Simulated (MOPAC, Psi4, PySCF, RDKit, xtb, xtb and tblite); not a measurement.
Two geometries of SMILES c1cccc(C=O)c1C#N, relaxed at GFN2-xTB with one dihedral held; other torsions can differ between them too.

Structure A

```
15

N     -2.6987     2.1520     0.1900
C     -1.7386     1.5288     0.1302
C     -0.5309     0.7937     0.0649
C      0.6814     1.4809     0.0248
C      1.8707     0.7776    -0.0339
C      1.8623    -0.6095    -0.0698
C      0.6618    -1.2969    -0.0516
C     -0.5443    -0.6097     0.0388
C     -1.8253    -1.3434    -0.0103
O     -2.0139    -2.3274    -0.6728
H      0.6785     2.5608     0.0380
H      2.8074     1.3136    -0.0578
H      2.7931    -1.1532    -0.1235
H      0.6380    -2.3753    -0.0959
H     -2.6398    -0.8719     0.5745
```

Structure B

```
15

N      2.7235     2.0963     0.1283
C      1.7389     1.5111     0.0957
C      0.5165     0.7998     0.0383
C     -0.6945     1.4908     0.0379
C     -1.8842     0.7908    -0.0292
C     -1.8738    -0.5942    -0.0888
C     -0.6739    -1.2870    -0.0782
C      0.5295    -0.5994    -0.0285
C      1.8310    -1.3234     0.0139
O      2.2892    -1.8511     0.9848
H     -0.6874     2.5692     0.0930
H     -2.8215     1.3258    -0.0308
H     -2.8041    -1.1395    -0.1351
H     -0.6651    -2.3660    -0.1125
H      2.3780    -1.3091    -0.9528
```

Question: Which is lower in energy at the level Psi4 with PBE0-D3(BJ)/def2-SVP // GFN2-xTB, and by how much?

Answer: A is lower, by 5.71 kcal/mol (dihedral C3–C8–C9–O10: 140° in A, 100° in B).

E(B) − E(A) in kcal/mol at the other levels, on the same two geometries: GFN2-xTB (xtb and tblite) 3.23; MMFF94 // GFN2-xTB (RDKit) 5.05; PBE0/def2-SVP // GFN2-xTB (Psi4) 5.72; PBE/def2-SVP // GFN2-xTB (Psi4) 6.03; PBE-D3(BJ)/def2-SVP // GFN2-xTB (Psi4) 6.04; UFF // GFN2-xTB (RDKit) 5.75; PM6, restricted, heats of formation // GFN2-xTB (MOPAC) 1.19; PM3, restricted, heats of formation // GFN2-xTB (MOPAC) 0.84; GFN1-xTB // GFN2-xTB (xtb) 3.55; restricted B3LYP/6-31G*, spherical d, density fitting // GFN2-xTB (PySCF) 5.91; restricted MP2 (frozen core)/6-31G*, spherical d // GFN2-xTB (PySCF) 5.35; restricted Hartree-Fock/LANL2DZ, density fitting // GFN2-xTB (PySCF) 5.48; restricted Hartree-Fock/3-21G, density fitting // GFN2-xTB (PySCF) 6.41.
